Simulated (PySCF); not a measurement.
# Mayer bond orders and bond lengths

Species: CH2GaNS.
Geometry (PBE0-D3(BJ)/def2-SVP, Å), atoms numbered from 1 in this order:
```xyz
6
CH2GaNS angstrom
Ga     0.6792    1.1845    0.0013
H      2.2264    1.0351    0.0442
H     -0.2128    2.4572   -0.0378
N     -0.2472   -0.4067   -0.0143
C     -0.8346   -1.4472   -0.0032
S     -1.6110   -2.8229    0.0099
```

Bond orders from the PBE0/pcSseg-1 (pcSseg-2 on Ga) density (PySCF). Geometry: PBE0-D3(BJ)/def2-SVP; no solvent, vibrations or thermal averaging. The calculation is non-relativistic, for gallium too.

Task: Set the Mayer orders of the bonds beside their lengths.

Result: 
```tsv
bond	length (Å)	Mayer order
Ga1–H2	1.555	0.939
Ga1–H3	1.555	0.940
Ga1–N4	1.841	0.868
N4–C5	1.195	2.070
C5–S6	1.580	1.711
```

Task: Sum the orders of all bonds at each heavy atom with more than one neighbour.

Result: Ga1 2.747, N4 2.938, C5 3.781. Orders between atoms that aren't bonded are not in these sums.

Mayer orders depend on the basis set.

The run behind these numbers computed NMR shieldings as well. Hardware: one thread of an Arm Neoverse N1, on a shared host. Cost: 16 s of wall time.
